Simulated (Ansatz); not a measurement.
# Four-centre ligand exchange

Start structure (BSiH₇SO, singlet), relaxed at PBE0-D4/def2-TZVP:

```
11
angstrom
B -1.0464 0.1532 0.5454
S -1.5664 -1.5414 1.1422
H -1.1859 1.0542 1.3197
H -1.4255 0.3443 -0.5855
H 0.8022 -0.8840 0.6661
O 0.6278 0.0195 0.3575
Si 1.1865 0.4568 -1.1891
H -1.4336 -1.3309 2.4617
H 0.5763 -0.4194 -2.2113
H 0.8080 1.8713 -1.3521
H 2.6570 0.2766 -1.1547
```

The step: SiH₄O ([OH][SiH3]) + BH₃S ([BH2][SH]) → BSiH₅O ([BH2][O][SiH3]) + H₂S; bonds formed: S2–H5; dative contacts that become bonds: B1–O6; bonds broken: B1–S2, H5–O6. Computed with Ansatz 0.2.0 (basis: def2-TZVPP and def2-QZVPP); correlated methods freeze the cores. Extrapolation: Hartree–Fock as exp(−7.88 √X), correlation as X^−2.97. Energies below are by CCSD(T) at an estimated basis limit (MP2 extrapolated from triple and quadruple zeta, plus CCSD(T) − MP2 in triple zeta).

**Question.** What are the electronic barrier and the energy of the step, from the start structure to the end structure? (An estimate is asked for; the value comes from the calculation.)

**Answer.** Computed: Barrier 14.75 kcal/mol; step energy -5.89 kcal/mol (downhill); reverse barrier, their difference, 20.64 kcal/mol. Barrier and step energy count from the start structure, the reverse barrier from the end structure.

The saddle point: One imaginary mode of 1169i cm⁻¹.
```tsv
pair	start (Å)	saddle (Å)	end (Å)
B1–O6	1.69	1.54	1.37
S2–H5	2.50	1.56	1.34
B1–S2	1.87	2.02	2.60
H5–O6	0.97	1.31	3.30
```

Zero-point energy (harmonic, PBE0-D4): ZPE is 45.65 kcal/mol at the start and 42.23 kcal/mol at the saddle, so the barrier goes from 14.75 to 11.33 kcal/mol.

No T1 diagnostic of these runs exceeds 0.013.

Labels in which every atom is bracketed show which atoms are joined, not bond orders.

For scale, one of the runs: CCSD(T)/def2-TZVPP, 244 basis functions, launched by `ansatz run in.yaml --threads 3 --pin off --events-out ev --progress --plain --max-ram 6092MiB`. Time: 62 s of wall clock on 3 CPU threads of an Intel Xeon; the host was shared. Peak host memory: 5 GiB.
